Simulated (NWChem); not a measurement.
System: Si2H3, doublet; SMILES [SiH2]=[SiH]

Input file for NWChem:

```
start job
memory heap 200 mb stack 900 mb global 1100 mb
geometry units angstroms noautosym nocenter noautoz
  Si    -0.046690    -1.294589     0.161299
  Si    -0.160339     0.970969    -0.075807
  H      1.452808    -1.230163    -0.145572
  H      0.954318     1.955832     0.117534
  H     -1.447605     1.736247    -0.070321
end
basis spherical
  Si library pcj-1
  H library pcj-1
end
dft
  odft
  mult 2
  xc xpbe96 cpbe96
  iterations 150
end
property
  hyperfine
end
task dft property
```

Output (shortened):

```
             Northwest Computational Chemistry Package (NWChem) 7.3.0
             --------------------------------------------------------

                             Geometry "geometry" -> ""
                             -------------------------

 Output coordinates in angstroms (scale by  1.889725989 to convert to a.u.)

  No.       Tag          Charge          X              Y              Z
 ---- ---------------- ---------- -------------- -------------- --------------
    1 Si                  14.0000    -0.04669000    -1.29458900     0.16129900
    2 Si                  14.0000    -0.16033900     0.97096900    -0.07580700
    3 H                    1.0000     1.45280800    -1.23016300    -0.14557200
    4 H                    1.0000     0.95431800     1.95583200     0.11753400
    5 H                    1.0000    -1.44760500     1.73624700    -0.07032100

 Effective nuclear repulsion energy (a.u.)      67.8129443038

  pbe96 is a nonlocal functional; adding pw91lda local functional.
                              NWChem Property Module
                              ----------------------

  itol2e modified to match energy
  convergence criterion.

                                 NWChem DFT Module
                                 -----------------

 Summary of "ao basis" -> "ao basis" (spherical)
 ------------------------------------------------------------------------------
       Tag                 Description            Shells   Functions and Types
 ---------------- ------------------------------  ------  ---------------------
 Si                          pcj-1                  13       31   6s5p2d
 H                           pcj-1                   6       10   4s2p

  itol2e modified to match energy
  convergence criterion.

            General Information
            -------------------
          SCF calculation type: DFT
          Wavefunction type:  spin polarized.
          No. of atoms     :     5
          No. of electrons :    31
           Alpha electrons :    16
            Beta electrons :    15
          Charge           :     0
          Spin multiplicity:     2
          Use of symmetry is: off; symmetry adaption is: off
          Maximum number of iterations: 150
          AO basis - number of functions:    92
                     number of shells:    44
          Convergence on energy requested:  1.00D-07
          Convergence on density requested:  1.00D-05
          Convergence on gradient requested:  5.00D-04

              XC Information
              --------------
          PerdewBurkeErnzerhof Exchange Functional  1.000
            Perdew 1991 LDA Correlation Functional  1.000 local
           PerdewBurkeErnz. Correlation Functional  1.000 non-local

             Grid Information
             ----------------
          Grid used for XC integration:  fine
          Radial quadrature: Mura-Knowles
          Angular quadrature: Lebedev.
          Tag              B.-S. Rad. Rad. Pts. Rad. Cut. Ang. Pts.
          ---              ---------- --------- --------- ---------
          Si                  1.10      123          11.0       770
          H                   0.35       60          12.0       590
          Grid pruning is: on
          Number of quadrature shells:   426
          Spatial weights used:  Erf1

      Superposition of Atomic Density Guess
      -------------------------------------

 Sum of atomic energies:        -578.80928637

      Non-variational initial energy
      ------------------------------

 Total energy =    -579.071872
 1-e energy   =    -936.937092
 2-e energy   =     290.052275
 HOMO         =      -0.172341
 LUMO         =      -0.030926

   convergence    iter        energy       DeltaE   RMS-Dens  Diis-err
 ---------------- ----- ----------------- --------- --------- ---------
 d= 0,ls=0.0,diis     1   -579.9540742249 -6.48D+02  3.97D-03  3.25D-01
                                                     3.59D-03  3.17D-01
 d= 0,ls=0.0,diis     2   -579.9611241254 -7.05D-03  6.68D-03  2.53D-02
                                                     5.52D-03  2.24D-02
 d= 0,ls=0.0,diis     3   -579.8995207226  6.16D-02  5.35D-03  9.15D-02
                                                     3.93D-03  6.85D-02
 d= 0,ls=0.0,diis     4   -579.9829127183 -8.34D-02  9.14D-04  2.41D-03
                                                     8.73D-04  2.20D-03
 d= 0,ls=0.0,diis     5   -579.9848347400 -1.92D-03  3.58D-04  2.31D-04
                                                     1.71D-04  1.52D-04
  Resetting Diis
 d= 0,ls=0.0,diis     6   -579.9850303521 -1.96D-04  7.06D-05  1.06D-05
                                                     1.05D-04  1.57D-05
 d= 0,ls=0.0,diis     7   -579.9850485141 -1.82D-05  5.58D-05  2.07D-06
                                                     7.25D-05  1.99D-06
 d= 0,ls=0.0,diis     8   -579.9850495034 -9.89D-07  4.21D-05  3.13D-06
                                                     3.25D-05  2.41D-06
 d= 0,ls=0.0,diis     9   -579.9850522845 -2.78D-06  1.44D-05  5.35D-07
                                                     1.95D-05  6.62D-07
 d= 0,ls=0.0,diis    10   -579.9850528812 -5.97D-07  1.59D-05  1.92D-07
                                                     9.78D-06  9.02D-08
 d= 0,ls=0.0,diis    11   -579.9850531549 -2.74D-07  2.89D-06  1.48D-08
                                                     4.26D-06  1.67D-08
 d= 0,ls=0.0,diis    12   -579.9850531729 -1.80D-08  6.77D-07  6.34D-10
                                                     7.67D-07  4.11D-10

         Total DFT energy =     -579.985053172934
      One electron energy =     -938.396091507296
           Coulomb energy =      333.106918865488
    Exchange-Corr. energy =      -42.508824834956
 Nuclear repulsion energy =       67.812944303831

 Numeric. integr. density =       30.999999299468

                    DFT Final Alpha Molecular Orbital Analysis
                    ------------------------------------------

 Vector   14  Occ=1.000000D+00  E=-2.793776D-01
              MO Center=  1.4D-01, -2.9D-01, -4.2D-04, r^2= 3.6D+00
   Bfn.  Coefficient  Atom+Function         Bfn.  Coefficient  Atom+Function
  ----- ------------  ---------------      ----- ------------  ---------------
    48      0.274494  2 Si py                16      0.250573  1 Si px
    65      0.247688  3 H  s                 66      0.238926  3 H  s
    17     -0.203936  1 Si py                85      0.184886  5 H  s
    37     -0.181555  2 Si s                 86      0.180493  5 H  s
    51      0.152138  2 Si py                42     -0.103803  2 Si py

 Vector   15  Occ=1.000000D+00  E=-2.209126D-01
              MO Center= -8.4D-02, -8.5D-01,  1.2D-01, r^2= 3.6D+00
   Bfn.  Coefficient  Atom+Function         Bfn.  Coefficient  Atom+Function
  ----- ------------  ---------------      ----- ------------  ---------------
     6      0.520545  1 Si s                  5      0.236267  1 Si s
    17     -0.235016  1 Si py                37     -0.227331  2 Si s
    16     -0.206076  1 Si px                48      0.197159  2 Si py
    76      0.168418  4 H  s                  4     -0.166656  1 Si s
    20     -0.165163  1 Si py                49      0.151613  2 Si pz

 Vector   16  Occ=1.000000D+00  E=-2.095492D-01
              MO Center= -1.2D-01, -1.0D-01, -7.4D-02, r^2= 3.5D+00
   Bfn.  Coefficient  Atom+Function         Bfn.  Coefficient  Atom+Function
  ----- ------------  ---------------      ----- ------------  ---------------
    49      0.370598  2 Si pz                52      0.368550  2 Si pz
    18      0.277718  1 Si pz                21      0.247613  1 Si pz
     6     -0.184245  1 Si s                 16      0.141061  1 Si px
    43     -0.131988  2 Si pz                17      0.128054  1 Si py
    19      0.107215  1 Si px                20      0.099540  1 Si py

 Vector   17  Occ=0.000000D+00  E=-1.175118D-01
              MO Center= -5.4D-02, -4.1D-01,  9.0D-02, r^2= 4.3D+00
   Bfn.  Coefficient  Atom+Function         Bfn.  Coefficient  Atom+Function
  ----- ------------  ---------------      ----- ------------  ---------------
    21      0.577473  1 Si pz                52     -0.483281  2 Si pz
    18      0.410704  1 Si pz                49     -0.336860  2 Si pz
    12     -0.149038  1 Si pz                37      0.148860  2 Si s
    43      0.119097  2 Si pz                 6      0.107153  1 Si s
    76     -0.100790  4 H  s                 50      0.076480  2 Si px

[...]

          ----------------------
          Hyperfine Interactions
          ----------------------

 Total Spin Density (Fermi Contact Term)
 ------------------ --------------------
     Atom            x         y         z       Density (a.u.)      Aiso(MHz)     Aiso(Gauss)
     1  29-Si    -0.08823  -2.44642   0.30481       0.057419        -51.029699     -18.208635
     2  29-Si    -0.30300   1.83487  -0.14325       0.054201        -48.169855     -17.188173
     3   1-H      2.74541  -2.32467  -0.27509      -0.000917         -4.099453      -1.462784
     4   1-H      1.80340   3.69599   0.22211      -0.003189        -14.253314      -5.085928
     5   1-H     -2.73558   3.28103  -0.13289      -0.005475        -24.471149      -8.731900

           -------------------------------------------
           Anisotropic Interaction (Spin-Dipolar Term)
           -------------------------------------------

 ------------------------------------------------------------
     Atom            x         y         z
 ------------------------------------------------------------
     1  29-Si    -0.08823  -2.44642   0.30481

   Spin-Dipolar term (a.u.)
        xx             yy             zz             xy             xz             yz
 ------------------------------------------------------------------------------------------
      -0.126789      -0.225989       0.352778       0.200956       0.492744       0.520428

   Principal Comp. of -hf- tensor (au)            Anisotropic -hfcc- (MHz)               Anisotropic -hfcc- (Gauss)
 --------------------------------------------------------------------------------------------------------------------------
     -0.363325    -0.560510     0.923835      38.542989    59.461221   -98.004210      13.753074    21.217207   -34.970280

   Orientation of the principal axis of Hyperfine Tensor w.r.t absolute (molecular) frame
 --------------------------------------------------------------------------------------------------------------------------
      0.824401     0.344167     0.449346
     -0.537813     0.723750     0.432368
     -0.176407    -0.598109     0.781758

 ------------------------------------------------------------
     Atom            x         y         z
 ------------------------------------------------------------
     2  29-Si    -0.30300   1.83487  -0.14325

   Spin-Dipolar term (a.u.)
        xx             yy             zz             xy             xz             yz
 ------------------------------------------------------------------------------------------
      -0.508842      -0.521497       1.030338       0.004325      -0.094176      -0.128702

   Principal Comp. of -hf- tensor (au)            Anisotropic -hfcc- (MHz)               Anisotropic -hfcc- (Gauss)
 --------------------------------------------------------------------------------------------------------------------------
     -0.513907    -0.532739     1.046646      54.517360    56.515119  -111.032479      19.453117    20.165966   -39.619083

   Orientation of the principal axis of Hyperfine Tensor w.r.t absolute (molecular) frame
 --------------------------------------------------------------------------------------------------------------------------
      0.981039     0.184139    -0.060458
     -0.188726     0.978616    -0.081814
      0.044100     0.091673     0.994812

 ------------------------------------------------------------
     Atom            x         y         z
 ------------------------------------------------------------
     3   1-H      2.74541  -2.32467  -0.27509

   Spin-Dipolar term (a.u.)
        xx             yy             zz             xy             xz             yz
 ------------------------------------------------------------------------------------------
       0.006186      -0.005358      -0.000827      -0.006068      -0.001422       0.006036

   Principal Comp. of -hf- tensor (au)            Anisotropic -hfcc- (MHz)               Anisotropic -hfcc- (Gauss)
 --------------------------------------------------------------------------------------------------------------------------
      0.010196    -0.010678     0.000482       5.439948    -5.697205     0.257257       1.941106    -2.032901     0.091796

   Orientation of the principal axis of Hyperfine Tensor w.r.t absolute (molecular) frame
 --------------------------------------------------------------------------------------------------------------------------
      0.816060     0.261843     0.515251
     -0.456110     0.839300     0.295870
     -0.354979    -0.476459     0.804349

 ------------------------------------------------------------
     Atom            x         y         z
 ------------------------------------------------------------
     4   1-H      1.80340   3.69599   0.22211

   Spin-Dipolar term (a.u.)
        xx             yy             zz             xy             xz             yz
 ------------------------------------------------------------------------------------------
      -0.002518       0.000107       0.002412       0.012114       0.002394       0.000932

   Principal Comp. of -hf- tensor (au)            Anisotropic -hfcc- (MHz)               Anisotropic -hfcc- (Gauss)
 --------------------------------------------------------------------------------------------------------------------------
     -0.013476     0.011557     0.001919      -7.190304     6.166189     1.024115      -2.565675     2.200246     0.365429

   Orientation of the principal axis of Hyperfine Tensor w.r.t absolute (molecular) frame
 --------------------------------------------------------------------------------------------------------------------------
      0.746789     0.656082    -0.108919
     -0.660956     0.713988    -0.230994
     -0.073784     0.244494     0.966839

 ------------------------------------------------------------
     Atom            x         y         z
 ------------------------------------------------------------
     5   1-H     -2.73558   3.28103  -0.13289

   Spin-Dipolar term (a.u.)
        xx             yy             zz             xy             xz             yz
 ------------------------------------------------------------------------------------------
       0.001836      -0.003715       0.001879      -0.011936       0.001259      -0.001468

   Principal Comp. of -hf- tensor (au)            Anisotropic -hfcc- (MHz)               Anisotropic -hfcc- (Gauss)
 --------------------------------------------------------------------------------------------------------------------------
      0.011683    -0.013203     0.001520       6.233261    -7.044411     0.811150       2.224179    -2.513617     0.289438

   Orientation of the principal axis of Hyperfine Tensor w.r.t absolute (molecular) frame
 --------------------------------------------------------------------------------------------------------------------------
      0.767051     0.620222    -0.164189
     -0.612731     0.784043     0.099183
      0.190247     0.024526     0.981430
```

Level: PBE/pcJ-1, spin-unrestricted, contact and dipolar terms. Structure relaxed at the PBE0/def2-SVP, spin-unrestricted level. No stability test was run on the SCF state.
